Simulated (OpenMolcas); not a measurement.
**3d ions of charge +3 along the row**

* Program: OpenMolcas
* Method: CASSCF
* Basis: ANO-RCC-VTZP
* Scalar Hamiltonian: DKH2, point nucleus
* Spin-orbit coupling: RASSI with atomic mean-field integrals over the reference wave functions, term energies averaged over their components

Active space: the 3d shell.

B and C come from two terms' centres of gravity (d2, d8: 3P = 15B, 1G = 12B + 2C; d3, d7: 4P = 15B, 2G = 4B + 3C; d4, d6: 3G = 9B + 4C, 3H = 4B + 4C; d5: 4D = 17B + 5C, 4G = 10B + 5C, above the ground term), where all their levels are at least 80 % pure. ζ = ±2S·A comes from the whole width of the ground multiplet by E(J) = (A/2) J(J+1), where its levels are at least 85 % pure. Energies in cm-1.

```
 Ion  Configuration  Lowest level  Weight (%)     B  B measured     C  C measured    ζ  ζ measured
 V3+            3d2           3F2         100  1085              3986              214         210
Cr3+            3d3        4F 3/2         100  1167         917  4375        3677  286         270
Mn3+            3d4           5D0         100  1239         839  4590        4401  381         354
Fe3+            3d5        6S 5/2         100  1300              4841                             
Co3+            3d6           5D4         100  1393              4977              620         597
Ni3+            3d7        4F 9/2         100  1427        1146  5344        4863  731         749
Cu3+            3d8           3F4         100  1515        1237  5478        5357  872         879
```

Measured columns use the levels in Sugar and Corliss, J. Phys. Chem. Ref. Data 7, 1191 (1978) (V3+); Sugar and Corliss, J. Phys. Chem. Ref. Data 6, 317 (1977) (Cr3+); Corliss and Sugar, J. Phys. Chem. Ref. Data 6, 1253 (1977) (Mn3+); Sugar and Corliss, J. Phys. Chem. Ref. Data 10, 1097 (1981) (Co3+); Corliss and Sugar, J. Phys. Chem. Ref. Data 10, 197 (1981) (Ni3+); Sugar and Musgrove, J. Phys. Chem. Ref. Data 19, 527 (1990) (Cu3+).

The computed B goes from 1085 (V3+) to 1515 cm-1 (Cu3+), a factor of 1.40, rising at every step. It departs from the measured column by +22 to +48 %. The Trees term is left out, which lowers the B read from the levels of every ion, most for d4 to d6. The pair of terms that fixes B changes along the row, so steps between ions also reflect that choice.

The computed ζ goes from 214 (V3+) to 872 cm-1 (Cu3+), a factor of 4.07, rising at every step. It departs from the measured column by -2 to +8 %.

Without dynamic correlation excited terms often stand tens of per cent too high (terms of higher spin than the ground term too low), and those without a measured partner can miss by more than the paired ones. Some levels mix across a computed gap that differs much from the measured one, so their mixing is not that of the real levels (holds for Fe3+; Ni3+). Computed and measured levels are paired by configuration, term and J; levels that our copy of the source lacks, or whose pairing is in doubt (as where it misses far off the trend of its configuration), stay unpaired and out of the deviations. Levels of configurations outside the active space are missing.
